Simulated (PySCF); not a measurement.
CH4OSe2, SMILES CO[Se][SeH].

Geometry: PBE0-D3(BJ)/def2-SVP. This is a generated structure with no PubChem entry under its InChIKey; it may be hypothetical. Other conformers were not sampled.

Level of theory: PBE/def2-TZVP run with PySCF.

The molecule is in vacuum.

* **total energy**: -4918.03111 hartree
* **highest occupied level**: -5.60 eV
* **lowest empty level**: -2.20 eV
* **orbital gap**: 3.40 eV
* **dipole moment**: 1.76 D
* **quadrupole, principal values (traceless, Buckingham form, about the centre of nuclear charge)**: -3.51, 0.14, 3.37 D·Å
* **mean static polarisability**: 72.5 bohr³ (10.74 Å³)
* **polarisability, principal values**: 54.0, 67.9, 95.5 bohr³
